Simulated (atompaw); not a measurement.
## Which change was made? (Re, PAW (atompaw))

```json
{
 "Element": "Re (Z = 75)",
 "Generator": "atompaw 4.2.0.5",
 "Type": "PAW",
 "Functional": "LDA (PW92)",
 "Relativity": "scalar-relativistic",
 "Frozen core": "[Kr] 4d10 4f14",
 "Valence charge": "15",
 "Reference configuration": "5s2 5p6 5d5 6s2 6p0",
 "Partial waves": "5s (bound): rc 1.15 bohr; 6s (bound): rc 2.85 bohr; 5p (bound): rc 1.80 bohr; 6p (bound, empty): rc 2.85 bohr; 5d (bound): rc 2.85 bohr; 5d channel at -0.05 Ry: rc 2.85 bohr",
 "Local potential": "vpsmatchnc scheme with l = 3 at 1 Ry, radius 2.75 bohr",
 "Core correction": "smooth core density matched at 1.50 bohr",
 "Augmentation charge": "sinc compensation charge, radius 2.75 bohr; PAW radius 2.85 bohr; waves and projectors: custom polynom2 7 10 vanderbiltortho"
}
```

Cutoffs, loose and tight: the cutoffs (Ry, on a coarse ladder) from which the occupation-weighted sum of valence levels, in a spherical-Bessel basis at the reference potential, stays within 10 and 1 mRy of its value at 400 Ry. They see the waves, projectors and local potential, not the compensation charge or the core.

The base gives: outcome: generated; cutoff, loose: 35 Ry; cutoff, tight: 110 Ry; bound ghosts: p.

Task: After one change the result is: outcome: generated; cutoff, loose: 35 Ry; cutoff, tight: 110 Ry; bound ghosts: none. Which change was it?
A. local potential vpsmatchnc scheme with l = 3 at 1 Ry, radius 2.36 bohr
B. local potential vpsmatchnc scheme with l = 3 at 1 Ry, radius 1.48 bohr
C. local potential vpsmatchnc scheme with l = 3 at 1 Ry, radius 1.84 bohr
D. local potential vpsmatchnc scheme with l = 3 at 1 Ry, radius 1.62 bohr
E. local potential vpsmatchnc scheme with l = 3 at 1 Ry, radius 1.24 bohr

Result: A. The others give: local potential vpsmatchnc scheme with l = 3 at 1 Ry, radius 1.84 bohr → outcome: generated; cutoff, loose: 35 Ry; cutoff, tight: 100 Ry; bound ghosts: s | local potential vpsmatchnc scheme with l = 3 at 1 Ry, radius 1.24 bohr → outcome: generated; cutoff, loose: 45 Ry; cutoff, tight: 180 Ry; bound ghosts: s, d, p | local potential vpsmatchnc scheme with l = 3 at 1 Ry, radius 1.62 bohr → outcome: generated; cutoff, loose: 30 Ry; cutoff, tight: 90 Ry; bound ghosts: s, d, p | local potential vpsmatchnc scheme with l = 3 at 1 Ry, radius 1.48 bohr → outcome: generated; cutoff, loose: 60 Ry; cutoff, tight: 90 Ry; bound ghosts: s, d, p.
